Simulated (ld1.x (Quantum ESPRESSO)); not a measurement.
# Scattering properties, PAW potential for Li

* Element: lithium (Li)
* Generator: ld1.x (Quantum ESPRESSO) 7.5
* Type: PAW
* Functional: PBE
* Relativity: non-relativistic
* Frozen core: [He]
* Valence charge: 1
* Reference configuration: 2s1 2p0
* Partial waves: 2s (bound): rcut 2.40, rcutus 3.10 bohr; 2s channel at 3.85 Ry: rcut 2.40, rcutus 3.10 bohr; 2p (bound, empty): rcut 4.15, rcutus 4.65 bohr; 2p channel at 0.25 Ry: rcut 4.15, rcutus 4.65 bohr; 3d channel at 0.45 Ry: rcut 2.85, rcutus 3.90 bohr
* Local potential: all-electron potential smoothed inside 3.55 bohr (lloc = -1)
* Core correction: Bessel-smoothed model core inside 2.65 bohr
* Augmentation charge: PSQ, radius 2.20 bohr

The phase is arctan(r·u′/u) with u = r·R(r), unwrapped; energies in Ry, scanned from -2 to 5 Ry. A pole is an energy at which the radial function vanishes at the test radius. The pseudo phase is shifted by a multiple of π to meet the all-electron one at the reference energy, and phase errors are pseudo minus all-electron; the curves can meet again beyond the range given. Levels narrower than the energy grid can be missing from the lists of poles.

Q: For each channel, where are the poles, and over which energies does the pseudopotential scatter like the atom?

A:

```csv
channel,radius (bohr),reference energy (Ry),"poles, all-electron","poles, pseudo",unbroken range about the reference energy with phases within 0.05 rad,phase error 1 Ry above the reference energy (rad)
s,5.05,-0.21,"-0.03, 1.48, 3.90","-0.03, 1.42, 3.90",below 0.5,-0.083
p,5.05,-0.08,"0.15, 1.42, 3.53","0.15, 1.48, 4.09",below 1.9,+0.014
d,5.05,0.45,"0.83, 2.62","0.83, 2.85",below 1.4,+0.069
```

Phases in the s channel:

```json
{"E (Ry)": "-2.00", "all-electron": "1.422", "pseudo": "1.422"}
{"E (Ry)": "-1.76", "all-electron": "1.411", "pseudo": "1.411"}
{"E (Ry)": "-1.52", "all-electron": "1.396", "pseudo": "1.396"}
{"E (Ry)": "-1.28", "all-electron": "1.377", "pseudo": "1.377"}
{"E (Ry)": "-1.04", "all-electron": "1.348", "pseudo": "1.348"}
{"E (Ry)": "-0.80", "all-electron": "1.300", "pseudo": "1.300"}
{"E (Ry)": "-0.56", "all-electron": "1.193", "pseudo": "1.192"}
{"E (Ry)": "-0.32", "all-electron": "0.537", "pseudo": "0.535"}
{"E (Ry)": "-0.08", "all-electron": "-1.492", "pseudo": "-1.494"}
{"E (Ry)": "0.16", "all-electron": "-1.743", "pseudo": "-1.748"}
{"E (Ry)": "0.40", "all-electron": "-2.000", "pseudo": "-2.027"}
{"E (Ry)": "0.64", "all-electron": "-3.248", "pseudo": "-3.481"}
{"E (Ry)": "0.88", "all-electron": "-4.386", "pseudo": "-4.434"}
{"E (Ry)": "1.12", "all-electron": "-4.592", "pseudo": "-4.614"}
{"E (Ry)": "1.36", "all-electron": "-4.680", "pseudo": "-4.697"}
{"E (Ry)": "1.60", "all-electron": "-4.740", "pseudo": "-4.756"}
{"E (Ry)": "1.84", "all-electron": "-4.796", "pseudo": "-4.817"}
{"E (Ry)": "2.08", "all-electron": "-4.873", "pseudo": "-4.908"}
{"E (Ry)": "2.32", "all-electron": "-5.041", "pseudo": "-5.141"}
{"E (Ry)": "2.56", "all-electron": "-6.026", "pseudo": "-6.588"}
{"E (Ry)": "2.80", "all-electron": "-7.472", "pseudo": "-7.531"}
{"E (Ry)": "3.04", "all-electron": "-7.686", "pseudo": "-7.698"}
{"E (Ry)": "3.28", "all-electron": "-7.764", "pseudo": "-7.767"}
{"E (Ry)": "3.52", "all-electron": "-7.807", "pseudo": "-7.808"}
{"E (Ry)": "3.76", "all-electron": "-7.838", "pseudo": "-7.838"}
{"E (Ry)": "4.00", "all-electron": "-7.864", "pseudo": "-7.865"}
{"E (Ry)": "4.24", "all-electron": "-7.890", "pseudo": "-7.891"}
{"E (Ry)": "4.48", "all-electron": "-7.918", "pseudo": "-7.924"}
{"E (Ry)": "4.72", "all-electron": "-7.957", "pseudo": "-7.978"}
{"E (Ry)": "4.96", "all-electron": "-8.024", "pseudo": "-8.121"}
```
